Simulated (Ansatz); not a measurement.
Isolated molecules relaxed with PBE0-D4/def2-TZVP in Ansatz; ΔE leaves out vibrations. CBS: MP2 limit from def2 TZ/QZ plus the TZ coupled-cluster correction, frozen cores. This one scheme is used for every species. Double bonds are as drawn, so ΔE can hold a change between cis and trans. DFT in def2-TZVPP. B3LYP here is the variant with VWN-RPA as its local correlation; programs differ in this. HSE06 is defined as in plane-wave codes. One conformer a species, not always the lowest.

Consider the substitution at a C–Al bond: `O/C=[CH]\[AlH2]` + HCl → `O/C=C\Cl` + `[AlH3]`.

| level | ΔE (kcal/mol) | difference from CCSD(T)/CBS |
| --- | --- | --- |
| LDA (SPW92) | 18.9 | -0.8 |
| PBE-D4 | 18.9 | -0.8 |
| revPBE-D4 | 18.2 | -1.5 |
| BLYP-D4 | 18.6 | -1.1 |
| r2SCAN-D4 | 20.1 | 0.4 |
| B97M-V | 18.2 | -1.5 |
| PBE0-D4 | 19.3 | -0.4 |
| B3LYP-D4 | 19.1 | -0.6 |
| r2SCAN0-D4 | 20.2 | 0.5 |
| HSE06-D4 | 19.3 | -0.4 |
| BHLYP-D4 | 19.6 | -0.1 |
| CAM-B3LYP-D4 | 18.9 | -0.8 |
| ωB97X-V | 18.5 | -1.2 |
| ωB97M-V | 19.6 | -0.1 |
| B2PLYP | 19.5 | -0.2 |
| PBE-QIDH | 19.9 | 0.2 |
| PBE | 18.7 | -1.0 |
| revPBE | 18.4 | -1.3 |
| BLYP | 18.4 | -1.3 |
| r2SCAN | 20.0 | 0.3 |
| PBE0 | 19.1 | -0.6 |
| B3LYP | 18.8 | -0.9 |
| r2SCAN0 | 20.1 | 0.4 |
| HSE06 | 19.1 | -0.6 |
| BHLYP | 19.2 | -0.5 |
| CAM-B3LYP | 18.7 | -1.0 |
| LC-ωPBE | 18.8 | -0.9 |
| RPA@PBE/def2-TZVPP | 19.2 | -0.5 |
| HF/def2-SVP | 19.6 | -0.1 |
| MP2/def2-SVP | 20.1 | 0.4 |
| CCSD/def2-SVP | 19.3 | -0.4 |
| CCSD(T)/def2-SVP | 19.3 | -0.4 |
| HF/def2-TZVPP | 18.8 | -0.9 |
| SCS-MP2/def2-TZVPP | 19.4 | -0.3 |
| CCSD/def2-TZVPP | 20.0 | 0.3 |
| HF/def2-QZVPP | 18.7 | -1.0 |
| MP2/def2-QZVPP | 20.2 | 0.5 |
| SCS-MP2/def2-QZVPP | 19.2 | -0.5 |
| HF/CBS(def2) | 18.7 | -1.0 |
| MP2/CBS(def2) | 20.0 | 0.3 |
| CCSD(T)/CBS | 19.7 | 0 |

Largest T1 diagnostic among the species: 0.013.

In def2-TZVPP, CCSD(T) changes the Hartree–Fock value by +1.3 kcal/mol (the triples alone add +0.0 kcal/mol) and MP2 by +1.7 kcal/mol. Leaving LDA and LC-ωPBE aside and taking each functional with its dispersion term where it has one, the values spread over 2.0 kcal/mol, from revPBE-D4 to r2SCAN0-D4.
